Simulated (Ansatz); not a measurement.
Cs4⁺ (the lowest doublet isomer of a short search) was relaxed with PBE (def2-TZVP) in Ansatz in these states: charge +1 doublet, charge +1 quartet. The geometries follow in no particular order.

In the def2 sets Cs takes a core potential; there is no spin–orbit coupling.

A:

```tsv
atom	x (Å)	y (Å)	z (Å)
Cs1	4.243	-0.173	-1.660
Cs2	0.539	2.930	1.073
Cs3	-0.540	-2.926	-1.077
Cs4	-4.241	0.170	1.664
```

B:

```xyz
4

Cs    1.398    1.213    4.461
Cs    2.292    0.413   -0.832
Cs   -2.286   -0.423    0.833
Cs   -1.405   -1.203   -4.462
```

**Question.** Judge from the bond lengths which geometry belongs to which state (an estimate).

**Answer.** A is the charge +1 quartet (Cs2–Cs3 6.331 Å, Cs1–Cs3 5.549 Å, Cs3–Cs4 5.549 Å); B is the charge +1 doublet (Cs2–Cs3 4.942 Å, Cs1–Cs3 5.423 Å, Cs3–Cs4 5.424 Å).
